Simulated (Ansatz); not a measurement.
Input for Ansatz (a program for electronic structure): U-CCSD(T)/cc-pVTZ on H6 ring, a point of a bond scan (R = 1.800 Å).

Ansatz 0.2 input:
```yaml
crystal:
  periodic: [false, false, false]
  atoms:
    - {symbol: H, position_ang: [1.80000000, 0.00000000, 0.00000000]}
    - {symbol: H, position_ang: [0.90000000, 1.55884573, 0.00000000]}
    - {symbol: H, position_ang: [-0.90000000, 1.55884573, 0.00000000]}
    - {symbol: H, position_ang: [-1.80000000, 0.00000000, 0.00000000]}
    - {symbol: H, position_ang: [-0.90000000, -1.55884573, 0.00000000]}
    - {symbol: H, position_ang: [0.90000000, -1.55884573, 0.00000000]}
basis:
  gaussian:
    orbitals: cc-pVTZ
correlation: {method: ccsd_t, electrons: outside_noble_gas}
scf: {omitted_lower_state_checks: [cluster_reference]}
magnetization: {spin_polarized: true, initial_magnetization: 0}
```

Output:

```
WARN ansatz: RAYON_NUM_THREADS=2 ignored (pool sized by the plan → 2); use --threads N
Functional definition: HF
these checks for a lower state are left out or cut short: cluster_reference
integrals: 0.10 GiB planned
438 factors; integrals over basis functions are off by at most 8.8e-4 eV
mean field: 0.11 GiB planned
mean field evaluation 1: about -79.0259 eV, gradient 2.5e0 eV
mean field evaluation 2: about -79.0342 eV, gradient 2.4e0 eV
mean field evaluation 4: about -79.1015 eV, gradient 2.7e-2 eV
mean field evaluation 8: about -79.1011 eV, gradient 2.2e-2 eV
mean field evaluation 16: about -79.5321 eV, gradient 2.8e0 eV
mean field evaluation 32: about -81.3813 eV, gradient 4.1e0 eV
mean field evaluation 64: about -74.4936 eV, gradient 1.1e1 eV
mean field -82.78178456 eV, -3.0421744710 hartree, gradient 6.5e-6 eV, S^2 2.153563; 8 other end points of the search recorded, 0 dependent functions left out
reference -82.78178456 eV, -3.0421744710 hartree; 3, 3 occupied and 81, 81 virtual orbitals, 438 factors
second order -0.64241907 eV of doubles, -0.00000000 eV of singles
coupled cluster: 0.29 GiB planned
cycle   1  -0.82326786 eV  change   -1.8e-1 eV  update   6.3e-2
cycle   2  -1.13757202 eV  change   -3.1e-1 eV  update   5.0e-2
cycle   3  -1.32897071 eV  change   -1.9e-1 eV  update   3.5e-2
cycle   4  -1.48037517 eV  change   -1.5e-1 eV  update   2.6e-2
cycle   5  -1.75590243 eV  change   -2.8e-1 eV  update   1.8e-2
cycle   6  -1.75600354 eV  change   -1.0e-4 eV  update   6.8e-3
cycle   7  -1.78032819 eV  change   -2.4e-2 eV  update   4.9e-3
cycle   8  -1.80042873 eV  change   -2.0e-2 eV  update   3.6e-3
cycle   9  -1.79583284 eV  change    4.6e-3 eV  update   2.2e-3
cycle  10  -1.80146625 eV  change   -5.6e-3 eV  update   9.5e-4
cycle  11  -1.80046570 eV  change    1.0e-3 eV  update   3.8e-4
cycle  12  -1.80050577 eV  change   -4.0e-5 eV  update   1.4e-4
cycle  13  -1.80038781 eV  change    1.2e-4 eV  update   4.1e-5
cycle  14  -1.80033303 eV  change    5.5e-5 eV  update   1.3e-5
cycle  15  -1.80034014 eV  change   -7.1e-6 eV  update   4.0e-6
cycle  16  -1.80034481 eV  change   -4.7e-6 eV  update   1.3e-6
cycle  17  -1.80034741 eV  change   -2.6e-6 eV  update   4.2e-7
coupled cluster: 0.29 GiB planned
perturbative correction -0.06862088 eV, -0.0025217709 hartree
WARN: the results are in doubt because among natural orbitals full CI differs from the method by -0.342 eV
Total energy: -84.65075285 eV, -3.1108577890 hartree
In doubt: among natural orbitals full CI differs from the method by -0.342 eV
Checks for a lower state left out: cluster_reference
```

The run converged. Its determinant has ⟨S²⟩ = 2.15, a mixture of spin states.

Warnings raised: large difference.

Cost: around 6 core-seconds (rough).
